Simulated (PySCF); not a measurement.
These 2 structures share the formula C6H15NSi2. Theory: PySCF, PBE0-D3(BJ)/def2-SVP geometry optimisation, gas phase. One conformer each; no zero-point energy, no entropy. No frequencies were run at this level. Point groups hold within 0.08 Å.

Task: Rank from lowest to highest electronic energy at this level (kJ/mol).
A. `[CH2:1]1[CH2:2][CH:3]([C@@H:4]2[CH2:5][SiH2:6][NH:7][SiH2:8]2)[CH2:9]1` with C2–C3–C4–C5 -172°, C9–C1–C2–C3 -19°, C1–C2–C3–C4 143°, C3–C4–C5–Si6 -165°, C4–C5–Si6–N7 30°
B. `[SiH3:1][N:2]([SiH3:3])[C@H:4]1[CH2:5][CH:6]=[CH:7][CH2:8][CH2:9]1` with Si1–N2–C4–C5 133°, N2–C4–C5–C6 172°, C4–C5–C6–C7 -15°, C6–C7–C8–C9 -14°, C7–C8–C9–C4 44°

Result: A (0.0), B (64.4).

As drawn, the lower has a four-membered ring, an N–H bond and an Si–C bond, which the higher lacks; the higher has a C=C bond outside aromatic rings, which the lower lacks.

| SMILES | E (Eh) | E rel (kJ/mol) | dipole (D) | point group | A, B, C (MHz) |
| --- | --- | --- | --- | --- | --- |
| C1CC([C@@H]2C[SiH2]N[SiH2]2)C1 | -870.47442 | 0.0 | 0.07 | C1 | 2530, 667.9, 552.3 |
| [SiH3]N([SiH3])[C@H]1CC=CCC1 | -870.44990 | 64.4 | 1.04 | C1 | 1856, 734.8, 639.4 |
